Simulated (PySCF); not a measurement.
**Orbital levels and atomic charges**

System: P31H15 (flake blue phosphorene).

Cartesian coordinates (Å):
```
  1 P     3.546    0.089   -0.558
  2 P     1.919    1.035    0.586
  3 P     0.312    0.100   -0.581
  4 P     0.298   -1.750    0.603
  5 P     1.930   -2.693   -0.538
  6 P     3.543   -1.760    0.609
  7 P    -1.317   -2.685   -0.565
  8 P    -1.321   -4.552    0.598
  9 P     0.323   -5.476   -0.552
 10 P     1.928   -4.553    0.612
 11 P    -1.290    1.039    0.588
 12 P    -2.916    0.105   -0.565
 13 P    -2.939   -1.762    0.571
 14 P     5.174    2.890   -0.583
 15 P     3.550    3.824    0.553
 16 P     1.920    2.885   -0.596
 17 P     5.178    1.034    0.560
 18 P     3.552    5.703   -0.576
 19 P     1.944    6.633    0.565
 20 P     0.318    5.695   -0.568
 21 P     0.317    3.815    0.581
 22 P    -1.304    6.636    0.567
 23 P    -2.916    5.711   -0.573
 24 P    -2.915    3.832    0.555
 25 P    -1.290    2.889   -0.595
 26 P    -4.546    2.902   -0.578
 27 P    -4.547    1.044    0.560
 28 P    -2.938   -5.488   -0.544
 29 P    -2.923   -7.383    0.538
 30 P    -1.271   -8.315   -0.551
 31 P     0.344   -7.362    0.566
 32 H     4.535   -2.348   -0.194
 33 H     2.927   -5.130   -0.190
 34 H    -3.929   -2.313   -0.261
 35 H     6.153    3.477    0.231
 36 H     6.154    0.445   -0.257
 37 H     4.549    6.254    0.242
 38 H     1.928    7.774   -0.250
 39 H    -1.287    7.777   -0.248
 40 H    -3.911    6.263    0.246
 41 H    -5.521    3.489    0.241
 42 H    -5.523    0.457   -0.258
 43 H    -3.920   -4.945    0.296
 44 H    -3.879   -7.946   -0.314
 45 H    -1.274   -9.433    0.292
 46 H     1.335   -7.901   -0.266
```

Method: wB97X-D/6-31G*, gas phase, PySCF, fitting set def2-universal-JFIT up to Ne and JKFIT beyond, grid level 1.

Problem. Give the orbital energies near the gap.

Solution. 
| orbital | eV |
| --- | --- |
| HOMO-4 | -8.30 |
| HOMO-3 | -8.23 |
| HOMO-2 | -8.14 |
| HOMO-1 | -8.11 |
| HOMO | -8.08 |
| LUMO | -0.43 |
| LUMO+1 | -0.35 |
| LUMO+2 | -0.29 |
| LUMO+3 | -0.27 |

Problem. Give the partial charges of the non-hydrogen atoms.

Solution. 
```json
{"atom": "P1", "Mulliken": "-0.03", "IAO": "-0.01", "Hirshfeld": "-0.01"}
{"atom": "P2", "Mulliken": "-0.02", "IAO": "-0.01", "Hirshfeld": "-0.01"}
{"atom": "P3", "Mulliken": "0.00", "IAO": "0.00", "Hirshfeld": "-0.01"}
{"atom": "P4", "Mulliken": "-0.03", "IAO": "-0.02", "Hirshfeld": "-0.01"}
{"atom": "P5", "Mulliken": "-0.02", "IAO": "0.00", "Hirshfeld": "-0.01"}
{"atom": "P6", "Mulliken": "-0.01", "IAO": "0.02", "Hirshfeld": "0.02"}
{"atom": "P7", "Mulliken": "-0.01", "IAO": "0.00", "Hirshfeld": "-0.01"}
{"atom": "P8", "Mulliken": "-0.03", "IAO": "-0.02", "Hirshfeld": "-0.01"}
{"atom": "P9", "Mulliken": "-0.04", "IAO": "-0.02", "Hirshfeld": "-0.02"}
{"atom": "P10", "Mulliken": "-0.01", "IAO": "0.03", "Hirshfeld": "0.02"}
{"atom": "P11", "Mulliken": "-0.02", "IAO": "-0.01", "Hirshfeld": "-0.01"}
{"atom": "P12", "Mulliken": "-0.03", "IAO": "-0.01", "Hirshfeld": "-0.01"}
{"atom": "P13", "Mulliken": "-0.02", "IAO": "0.02", "Hirshfeld": "0.01"}
{"atom": "P14", "Mulliken": "-0.02", "IAO": "0.02", "Hirshfeld": "0.02"}
{"atom": "P15", "Mulliken": "-0.03", "IAO": "-0.02", "Hirshfeld": "-0.01"}
{"atom": "P16", "Mulliken": "-0.02", "IAO": "-0.01", "Hirshfeld": "-0.01"}
{"atom": "P17", "Mulliken": "-0.02", "IAO": "0.02", "Hirshfeld": "0.01"}
{"atom": "P18", "Mulliken": "-0.02", "IAO": "0.02", "Hirshfeld": "0.01"}
{"atom": "P19", "Mulliken": "-0.02", "IAO": "0.02", "Hirshfeld": "0.02"}
{"atom": "P20", "Mulliken": "-0.03", "IAO": "-0.02", "Hirshfeld": "-0.01"}
{"atom": "P21", "Mulliken": "-0.02", "IAO": "-0.01", "Hirshfeld": "-0.01"}
{"atom": "P22", "Mulliken": "-0.02", "IAO": "0.02", "Hirshfeld": "0.02"}
{"atom": "P23", "Mulliken": "-0.02", "IAO": "0.02", "Hirshfeld": "0.01"}
{"atom": "P24", "Mulliken": "-0.03", "IAO": "-0.02", "Hirshfeld": "-0.01"}
{"atom": "P25", "Mulliken": "-0.02", "IAO": "-0.01", "Hirshfeld": "-0.01"}
{"atom": "P26", "Mulliken": "-0.02", "IAO": "0.02", "Hirshfeld": "0.02"}
{"atom": "P27", "Mulliken": "-0.02", "IAO": "0.02", "Hirshfeld": "0.01"}
{"atom": "P28", "Mulliken": "-0.04", "IAO": "0.01", "Hirshfeld": "0.01"}
{"atom": "P29", "Mulliken": "-0.03", "IAO": "0.02", "Hirshfeld": "0.01"}
{"atom": "P30", "Mulliken": "-0.04", "IAO": "0.02", "Hirshfeld": "0.01"}
{"atom": "P31", "Mulliken": "-0.03", "IAO": "0.01", "Hirshfeld": "0.01"}
```
